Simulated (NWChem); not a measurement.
The numbers come from NWChem runs, not from measurements. System: InO, charge 0, spin multiplicity 2, at a geometry optimised with UPBE/def2-SVP with def2 effective core potentials on In. The structure started from a generated list of species. Its SCF solution wasn't tested for a lower state. Level: UB2PLYP/def2-TZVP with def2 effective core potentials on In, 5 core orbitals frozen.

Job file:

```
start mol
memory heap 200 mb stack 900 mb global 1100 mb
geometry units angstroms nocenter noautoz
  In     0.000000     0.000000     0.272862
  O      0.000000     0.000000    -1.671279
  symmetry group C2v
end
basis spherical
  * library def2-tzvp
end
ecp
  In library def2-ecp
end
dft
  xc hfexch 0.53 becke88 0.47 lyp 0.73 mp2 0.27
  dftmp2
  odft
  mult 2
  semidirect memsize 60000000 filesize 0
  iterations 100
end
mp2
  freeze core 5
end
task dft energy
```

Part of the output:

```
             Northwest Computational Chemistry Package (NWChem) 7.3.0
             --------------------------------------------------------

                                NWChem Input Module
                                -------------------

 Scaling coordinates for geometry "geometry" by  1.889725989
 (inverse scale =  0.529177249)

 Turning off AUTOSYM since
 SYMMETRY directive was detected!

                             Geometry "geometry" -> ""
                             -------------------------

 Output coordinates in angstroms (scale by  1.889725989 to convert to a.u.)

  No.       Tag          Charge          X              Y              Z
 ---- ---------------- ---------- -------------- -------------- --------------
    1 In                  49.0000     0.00000000     0.00000000     0.27286200
    2 O                    8.0000     0.00000000     0.00000000    -1.67127900

 Effective nuclear repulsion energy (a.u.)     106.6987845058

            Nuclear Dipole moment (a.u.)
            ----------------------------
        X                 Y               Z
 ---------------- ---------------- ----------------
     0.0000000000     0.0000000000     0.0000113384

      Symmetry information
      --------------------

 Group name             C2v
 Group number             16
 Group order               4
 No. of unique centers     2

      Symmetry unique atoms

     1    2


 Summary of "ao basis" -> "" (spherical)
 ------------------------------------------------------------------------------
       Tag                 Description            Shells   Functions and Types
 ---------------- ------------------------------  ------  ---------------------
 *                         def2-tzvp                  on all atoms

 Summary of "ao basis" -> "ao basis" (spherical)
 ------------------------------------------------------------------------------
       Tag                 Description            Shells   Functions and Types
 ---------------- ------------------------------  ------  ---------------------
 In                        def2-tzvp                16       50   6s5p3d2f
 O                         def2-tzvp                11       31   5s3p2d1f

 Summary of "ao basis" -> "ao basis" (spherical)
 ------------------------------------------------------------------------------
       Tag                 Description            Shells   Functions and Types
 ---------------- ------------------------------  ------  ---------------------
 In                        def2-tzvp                16       50   6s5p3d2f
 O                         def2-tzvp                11       31   5s3p2d1f

      Symmetry analysis of basis
      --------------------------

        a1         35
        a2          8
        b1         19
        b2         19

            General Information
            -------------------
          SCF calculation type: DFT
          Wavefunction type:  spin polarized.
          No. of atoms     :     2
          No. of electrons :    29
           Alpha electrons :    15
            Beta electrons :    14
          Charge           :     0
          Spin multiplicity:     2
          Use of symmetry is: on ; symmetry adaption is: on
          Maximum number of iterations: 100
          AO basis - number of functions:    81
                     number of shells:    27
          Convergence on energy requested:  1.00D-06
          Convergence on density requested:  1.00D-05
          Convergence on gradient requested:  5.00D-04
[...]
    beta     21     24     22     23     25     26     27     30     29     28
 overlap   0.966  0.941  1.000  1.000  0.999  0.999  0.987  0.895  1.000  1.000

   alpha     31     32     33     34     35     36     37     38     39     40
    beta     31     32     33     36     37     35     34     39     38     40
 overlap   0.892  1.000  1.000  1.000  1.000  1.000  1.000  1.000  1.000  0.999

   alpha     41     42     43     44     45     46     47     48     49     50
    beta     41     42     43     44     45     46     48     47     49     50
 overlap   0.999  1.000  1.000  1.000  1.000  0.998  1.000  1.000  1.000  1.000

   alpha     51     52     53     54     55     56     57     58     59     60
    beta     51     53     52     54     55     56     57     58     59     60
 overlap   0.996  1.000  1.000  1.000  1.000  1.000  1.000  0.995  0.995  1.000

   alpha     61     62     63     64     65     66     67     68     69     70
    beta     61     62     63     65     64     68     69     67     66     70
 overlap   1.000  0.996  0.998  1.000  1.000  1.000  1.000  1.000  1.000  1.000

   alpha     71     72     73     74     75     76     77     78     79     80
    beta     72     71     73     74     75     76     78     77     79     80
 overlap   1.000  1.000  1.000  1.000  1.000  1.000  1.000  1.000  1.000  1.000

   alpha     81
    beta     81
 overlap   1.000

     --------------------------
     Expectation value of S2:
     --------------------------
      <S2> =      0.7754 (Exact =     0.7500)

 center of mass
 --------------
 x =   0.00000000 y =   0.00000000 z =   0.06671123

 moments of inertia (a.u.)
 ------------------
         189.510882568924           0.000000000000           0.000000000000
           0.000000000000         189.510882568924           0.000000000000
           0.000000000000           0.000000000000           0.000000000000

     Multipole analysis of the density
     ---------------------------------

     L   x y z        total         alpha         beta         nuclear
     -   - - -        -----         -----         ----         -------
     0   0 0 0     -0.000000    -15.000000    -14.000000     29.000000

     1   1 0 0     -0.000000     -0.000000     -0.000000      0.000000
     1   0 1 0     -0.000000     -0.000000     -0.000000      0.000000
     1   0 0 1      1.552976      8.938382      7.052346    -14.437752

     2   2 0 0    -19.545685     -9.986584     -9.559100      0.000000
     2   1 1 0     -0.000000     -0.000000     -0.000000      0.000000
     2   1 0 1     -0.000000     -0.000000      0.000000      0.000000
     2   0 2 0    -19.545685     -9.986584     -9.559100      0.000000
     2   0 1 1     -0.000000     -0.000000      0.000000      0.000000
     2   0 0 2    -25.337268    -61.365970    -49.351572     85.380273

                   NWChem MP2 Semi-direct Energy/Gradient Module
                   ---------------------------------------------

  Basis functions       =     81
  Molecular orbitals    =     81
  Frozen core           =      5
  Frozen virtuals       =      0
  Active alpha occupied =     10
  Active beta occupied  =      9
  Active alpha virtual  =     66
  Active beta virtual   =     67
  Use MO symmetry       = T
  Use skeleton AO sym   = T

  AO/Fock/Back tols     =   1.0D-09  1.0D-09  1.0D-09

 GA uses MA = F    GA memory limited = T

 Available:
  local mem=  4.43D+07
 global mem=  1.44D+08
 local disk=  0.00D+00
  mp2_memr nvloc                    66
  nvloc new                    66
   1 passes of  10:        5242880                      46371                   7427718.
   1 passes of  10: M     44310899           G      144166078           F      39068019.

 Semi-direct pass number   1 of   1  for UHF alpha       at        4.4s
  vrange nnbf                  3305
  mp2_eaftype                    28  avail_ma_in_mb                   386
 EAF : mp2_eaftype filesize          28    3713859.
  mp2_eaf for mointskh                     28
Node 0 wrote     17.5 Mb in      0.0 s     Agg I/O rate:   865.4 Mb/s
 Done moints_semi at        7.5s
  mp2_eaftype                    28  avail_ma_in_mb                   386
 EAF : mp2_eaftype filesize          28    3713859.
  mp2_eaf for kh                    28
 Done maket at        7.7s
 Done multipass loop at        7.7s

 GA uses MA = F    GA memory limited = T

 Available:
  local mem=  4.43D+07
 global mem=  1.44D+08
 local disk=  0.00D+00
  mp2_memr nvloc                    67
  nvloc new                    67
   1 passes of   9:        5242880                      43522                   6787209.
   1 passes of   9: M     44310899           G      144166078           F      39068019.

 Semi-direct pass number   1 of   1  for UHF beta        at        7.7s
  vrange nnbf                  3305
  mp2_eaftype                    25  avail_ma_in_mb                   386
 EAF : mp2_eaftype filesize          25    3393605.
  mp2_eaf for mointskh                     25
Node 0 wrote     15.9 Mb in      0.0 s     Agg I/O rate:  1184.6 Mb/s
 Done moints_semi at       10.8s
  mp2_eaftype                    25  avail_ma_in_mb                   386
 EAF : mp2_eaftype filesize          25    3393605.
  mp2_eaf for kh                    25
 Done maket at       10.9s
 Done multipass loop at       10.9s

          -------------------------------------------
          DFT energy                    -264.925509253512
          Unscaled MP2 energy             -0.582153230310
          Total DFT+MP2 energy          -265.082690625695
          -------------------------------------------

 -----------------------
 Performance information
 -----------------------

 Timer overhead =  1.95D-07 seconds/call

               Nr. of calls         CPU time (s)                 Wall time (s)                GFlops
             ---------------    -------------------     ------------------------------   -------------------
Name         Min   Avg   Max    Min     Avg     Max     Min     Avg     Max   Mx/calls   Min     Max     Sum
mp2: moin     2     2     2    6.2     6.2     6.2      6.2     6.2     6.2     3.1      0.0     0.0     0.0
mp2: make     2     2     2   0.27    0.27    0.27     0.27    0.27    0.27    0.13      0.0     0.0     0.0
mp2: tota     1     1     1    6.6     6.6     6.6      6.6     6.6     6.6     6.6      0.0     0.0     0.0

 The average no. of pstat calls per process was 5.00D+00
 with a timing overhead of 9.73D-07s

 Task  times  cpu:       10.9s     wall:       10.9s

 Total times  cpu:       11.0s     wall:       11.0s
```
